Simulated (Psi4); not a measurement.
Level of theory: SAPT0/jun-cc-pVDZ, frozen core (Psi4).

Psi4 input:

```
molecule {
0 1
O -0.38050236 -0.37325516 1.54634269
Si 0.00060130 -0.00028732 0.00031884
O 0.20746426 -1.42174019 -0.78168061
O 1.31521453 0.97005252 0.06942499
O -1.14005247 0.82405765 -0.83271729
H -0.93951815 -1.14121128 1.68823780
H 0.15242829 -1.40758258 -1.74043453
H 1.96971653 0.77655288 0.74510347
H -1.18535192 1.77341349 -0.69459536
--
-1 1
Cl -2.12819874 -2.61168642 2.23467946
units angstrom
symmetry c1
no_reorient
no_com
}
set basis jun-cc-pvdz
set scf_type df
set freeze_core true
energy('sapt0')
```

Part of the output:

```
    SAPT Results
  --------------------------------------------------------------------------------------------------------
    Electrostatics                -31.99446122 [mEh]     -20.07682753 [kcal/mol]     -84.00144637 [kJ/mol]
      Elst10,r                    -31.99446122 [mEh]     -20.07682753 [kcal/mol]     -84.00144637 [kJ/mol]

    Exchange                       36.43708805 [mEh]      22.86461795 [kcal/mol]      95.66556149 [kJ/mol]
      Exch10                       36.43708805 [mEh]      22.86461795 [kcal/mol]      95.66556149 [kJ/mol]
      Exch10(S^2)                  35.65034459 [mEh]      22.37092897 [kcal/mol]      93.59996683 [kJ/mol]

    Induction                     -18.35126311 [mEh]     -11.51559146 [kcal/mol]     -48.18123466 [kJ/mol]
      Ind20,r                     -31.69035730 [mEh]     -19.88599943 [kcal/mol]     -83.20302162 [kJ/mol]
      Exch-Ind20,r                 20.08863590 [mEh]      12.60580934 [kcal/mol]      52.74270628 [kJ/mol]
      delta HF,r (2)               -6.74954171 [mEh]      -4.23540137 [kcal/mol]     -17.72091932 [kJ/mol]

    Dispersion                     -5.81791726 [mEh]      -3.65079820 [kcal/mol]     -15.27493966 [kJ/mol]
      Disp20                       -8.43379393 [mEh]      -5.29228559 [kcal/mol]     -22.14292292 [kJ/mol]
      Exch-Disp20                   2.61587667 [mEh]       1.64148739 [kcal/mol]       6.86798326 [kJ/mol]
      Disp20 (SS)                  -4.21689697 [mEh]      -2.64614280 [kcal/mol]     -11.07146146 [kJ/mol]
      Disp20 (OS)                  -4.21689697 [mEh]      -2.64614280 [kcal/mol]     -11.07146146 [kJ/mol]
      Exch-Disp20 (SS)              1.50304545 [mEh]       0.94317526 [kcal/mol]       3.94624529 [kJ/mol]
      Exch-Disp20 (OS)              1.11283122 [mEh]       0.69831214 [kcal/mol]       2.92173797 [kJ/mol]

  Total HF                        -13.90863628 [mEh]      -8.72780104 [kcal/mol]     -36.51711953 [kJ/mol]
  Total SAPT0                     -19.72655354 [mEh]     -12.37859923 [kcal/mol]     -51.79205919 [kJ/mol]
```
